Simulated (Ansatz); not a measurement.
A structure drawn as `[SiH3][SiH2]O[SiH2]S`, with this starting geometry:

```xyz
13

Si   -1.049   -0.245    2.150
Si   -1.168   -0.736   -0.098
O     0.266   -0.416   -0.813
Si    1.259    0.919   -1.236
S     3.119    0.170   -1.878
H    -0.803    1.150    2.379
H    -2.402   -0.575    2.784
H    -0.039   -1.098    2.796
H    -1.523   -2.135   -0.345
H    -2.239    0.101   -0.756
H     0.584    1.762   -2.207
H     1.435    1.714    0.050
H     2.558   -0.613   -2.826
```

Charge 0, multiplicity 1.

Q: Does it keep its bonds when Ansatz relaxes it at PBE-D4/def2-SVP and then PBE0-D4/def2-TZVP?

A: Yes, every drawn bond is still there and no new one forms.

Q: Give the relaxed structure. (An estimate is asked.)

A: Ansatz gave: 
Z-matrix (Å, degrees):
```
Si
Si 1 2.346
H 1 1.488 2 110.8
H 1 1.488 2 110.6 3 120.5
H 1 1.489 2 109.2 3 -120.0
O 2 1.650 1 111.7 3 -59.7
H 2 1.489 1 109.9 3 62.2
H 2 1.486 1 110.4 3 -178.5
Si 6 1.632 2 139.2 1 46.6
S 9 2.131 6 112.6 2 36.6
H 9 1.482 6 110.5 2 -79.2
H 9 1.479 6 107.1 2 158.7
H 10 1.344 9 94.6 6 70.7
```
No frequency check was run.

Atoms count as bonded under 1.1 times the sum of their covalent radii (H–H under 0.85 Å, pairs among N, O and F under 1.55 Å), and a drawn bond as lost past 1.3 times.
